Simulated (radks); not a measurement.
Results of a calculation; reference values are marked as such.
Question: Neutral bismuth, configuration [Xe] 4f13 5d10 6s2 6p4 (not the ground configuration). Code: a radial shooting solver on a logarithmic mesh with Libxc functionals. Model: non-relativistic Kohn-Sham, TPSS, spin-polarised, spherical densities, point nucleus; open shells are filled with parallel spins first (spin-orbit coupling, left out, can overturn this in heavy ions); meta-GGA in the generalised Kohn-Sham scheme; relativity is left out, which matters for an element this heavy. Some entries of the table are withheld. Estimate them.

orbital,occ.,eigenvalue (hartree),r(max) (bohr)
1s up,1,-2980.113,0.01210
1s down,1,-2980.112,0.01210
2s up,1,-504.3430,0.06566
2s down,1,-504.3416,0.06566
2p up,3,-485.7898,0.05091
2p down,3,-485.7883,0.05091
3s up,1,-121.7643,0.1787
3s down,1,-121.7246,0.1787
3p up,3,-112.9362,0.1679
3p down,3,-112.8999,0.1679
3d up,5,-96.51363,0.1317
3d down,5,-96.48699,0.1317
4s up,1,-28.00717,0.3951
4s down,1,-27.95690,0.3951
4p up,3,-24.10167,0.3933
4p down,3,-24.05089,0.3933
4d up,5,-16.90773,0.3835
4d down,5,-16.85545,0.3836
4f up,7,-7.16977,0.3355
4f down,6,-7.11316,0.3357
5s up,1,-4.99439,0.8474
5s down,1,-4.98002,0.8483
5p up,3,-3.63727,(1)
5p down,3,-3.62459,(2)
5d up,5,-1.39194,(3)
5d down,5,-1.37945,(4)
6s up,1,(5),2.053
6s down,1,(6),2.035
6p up,3,-0.23275,2.386
6p down,1,-0.18565,2.398

Answer: 
(1) 5p up r(max) (bohr): 0.8858
(2) 5p down r(max) (bohr): 0.8869
(3) 5d up r(max) (bohr): 0.9966
(4) 5d down r(max) (bohr): 0.9975
(5) 6s up eigenvalue (hartree): -0.50397
(6) 6s down eigenvalue (hartree): -0.45577
